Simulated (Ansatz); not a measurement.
A first, cheap relaxation of `B[Si](C)(O)F`.

```yaml
crystal:
  periodic: [false, false, false]
  atoms:
    - {symbol: B, position_ang: [1.035000, 1.183400, 1.024200]}
    - {symbol: Si, position_ang: [0.430300, -0.073500, -0.318400]}
    - {symbol: C, position_ang: [-1.454700, -0.266800, -0.272600]}
    - {symbol: O, position_ang: [1.258400, -1.568000, 0.008900]}
    - {symbol: F, position_ang: [0.896100, 0.458600, -1.866300]}
    - {symbol: H, position_ang: [0.574000, 2.349700, 0.961700]}
    - {symbol: H, position_ang: [1.755700, 0.913900, 1.878400]}
    - {symbol: H, position_ang: [-1.686300, -0.605600, 0.741300]}
    - {symbol: H, position_ang: [-1.901100, 0.725000, -0.426300]}
    - {symbol: H, position_ang: [-1.736300, -1.007400, -0.998200]}
    - {symbol: H, position_ang: [0.894300, -2.166500, -0.712300]}
basis:
  gaussian: {orbitals: def2-SVP}
hamiltonian: {xc: pbe, dispersion: d4}
relax: {f_tol: 0.03, max_steps: 200}
```

```sh
$ ansatz run in.yaml --threads 4 --pin off --events-out ev --progress --plain --max-ram 10444MiB
```

Output, abridged:

```
Functional definition: PBE
mean field -14434.94803347 eV, -530.4745558710 hartree, gradient 5.5e-5 eV, S^2 0.000000; 0 other end points of the search recorded, 0 dependent functions left out
relax step   1: F+E_penalty+E_count = -14435.15742937 eV  Δ(F+E_penalty+E_count) = +0.000e0 eV  max|allowed force component| = 2.007e0 eV/Å  Δτ_max = 0.0000 Å  (29 SCF iters, accepted)
mean field -14435.21011382 eV, -530.4841871459 hartree, gradient 1.5e-5 eV, S^2 0.000000; 0 other end points of the search recorded, 0 dependent functions left out
relax step   2: F+E_penalty+E_count = -14435.41808199 eV  Δ(F+E_penalty+E_count) = -2.607e-1 eV  max|allowed force component| = 9.470e-1 eV/Å  Δτ_max = 0.1161 Å  (30 SCF iters, accepted)
mean field -14435.27900848 eV, -530.4867189779 hartree, gradient 1.0e-5 eV, S^2 0.000000; 0 other end points of the search recorded, 0 dependent functions left out
relax step   3: F+E_penalty+E_count = -14435.48664230 eV  Δ(F+E_penalty+E_count) = -6.856e-2 eV  max|allowed force component| = 3.919e-1 eV/Å  Δτ_max = 0.0788 Å  (28 SCF iters, accepted)
mean field -14435.29200903 eV, -530.4871967396 hartree, gradient 1.9e-5 eV, S^2 0.000000; 0 other end points of the search recorded, 0 dependent functions left out
relax step   4: F+E_penalty+E_count = -14435.49988870 eV  Δ(F+E_penalty+E_count) = -1.325e-2 eV  max|allowed force component| = 1.301e-1 eV/Å  Δτ_max = 0.0402 Å  (30 SCF iters, accepted)
mean field -14435.29672779 eV, -530.4873701506 hartree, gradient 1.7e-5 eV, S^2 0.000000; 0 other end points of the search recorded, 0 dependent functions left out
relax step   5: F+E_penalty+E_count = -14435.50484428 eV  Δ(F+E_penalty+E_count) = -4.956e-3 eV  max|allowed force component| = 7.621e-2 eV/Å  Δτ_max = 0.0198 Å  (30 SCF iters, accepted)
mean field -14435.29933980 eV, -530.4874661403 hartree, gradient 1.9e-5 eV, S^2 0.000000; 0 other end points of the search recorded, 0 dependent functions left out
relax step   6: F+E_penalty+E_count = -14435.50743477 eV  Δ(F+E_penalty+E_count) = -2.590e-3 eV  max|allowed force component| = 5.320e-2 eV/Å  Δτ_max = 0.0448 Å  (28 SCF iters, accepted)
mean field -14435.29949817 eV, -530.4874719602 hartree, gradient 1.7e-5 eV, S^2 0.000000; 0 other end points of the search recorded, 0 dependent functions left out
relax step   7: F+E_penalty+E_count = -14435.50761120 eV  Δ(F+E_penalty+E_count) = -1.764e-4 eV  max|allowed force component| = 2.782e-2 eV/Å  Δτ_max = 0.0084 Å  (31 SCF iters, accepted)
mean field -14435.29949817 eV, -530.4874719602 hartree, gradient 1.7e-5 eV, S^2 0.000000; 1 other end points of the search recorded, 0 dependent functions left out
Total energy: -14435.50764770 eV, -530.4951213146 hartree
Atom 0 at     1.096811     1.261926     1.045141 Å, force     0.010016    -0.015811     0.007868 eV/Å
Atom 1 at     0.414593    -0.078140    -0.296280 Å, force     0.000373     0.027818     0.013853 eV/Å
Atom 2 at    -1.452784    -0.298451    -0.276637 Å, force    -0.002100    -0.002650    -0.005665 eV/Å
Atom 3 at     1.220422    -1.532164    -0.068052 Å, force     0.001158    -0.002387    -0.009182 eV/Å
Atom 4 at     0.792739     0.494137    -1.802824 Å, force    -0.000691    -0.010812    -0.008556 eV/Å
Atom 5 at     0.756850     2.426427     0.952995 Å, force    -0.004264     0.004067    -0.002631 eV/Å
Atom 6 at     1.820233     0.960076     1.974417 Å, force    -0.004096     0.002885     0.001071 eV/Å
Atom 7 at    -1.809052    -0.693967     0.696402 Å, force     0.004739    -0.000573    -0.000889 eV/Å
Atom 8 at    -1.964284     0.666647    -0.469034 Å, force    -0.000003    -0.000640    -0.000067 eV/Å
Atom 9 at    -1.768283    -1.008909    -1.069981 Å, force    -0.007093    -0.000339     0.000291 eV/Å
Atom 10 at     0.958154    -2.254781    -0.665748 Å, force     0.001961    -0.001557     0.003907 eV/Å
Dipole moment:    -0.323205    -0.204681     0.078130 e Å
```

Run time 10 s (4 threads of an Arm Neoverse V1 on a shared host); peak host memory 0.18 GiB.
